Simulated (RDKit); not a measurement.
Input for RDKit: MMFF94 on Si2H6 (SMILES [SiH3][SiH3]).

```python
from rdkit import Chem
from rdkit.Chem import AllChem, rdDetermineBonds

blocks = [
'''8

Si   -0.84501312   -0.68622105   -0.43502797
Si    0.84499050    0.68624214    0.43502885
H    -0.38795298   -1.33279136   -1.68914784
H    -1.20178617   -1.74443834    0.54101862
H    -2.05776504    0.11515231   -0.72966565
H     2.05776308   -0.11511119    0.72963421
H     1.20172683    1.74448356   -0.54100618
H     0.38793690    1.33278394    1.68916596
''',
]
mol = None
for b in blocks:
    f = Chem.MolFromXYZBlock(b)
    rdDetermineBonds.DetermineBonds(f, charge=0)
    mol = f if mol is None else Chem.CombineMols(mol, f)
Chem.SanitizeMol(mol)
print(Chem.MolToSmiles(Chem.RemoveHs(mol)))
ff = AllChem.MMFFGetMoleculeForceField(mol, AllChem.MMFFGetMoleculeProperties(mol), nonBondedThresh=100.0, ignoreInterfragInteractions=False)
e = ff.CalcEnergy()
print(f'MMFF94 energy {e:.6f} kcal/mol')
```

Program output:

```
[SiH3][SiH3]
MMFF94 energy 23.294893 kcal/mol
```

The run finished.

Cost: roughly 0.010 core-seconds.
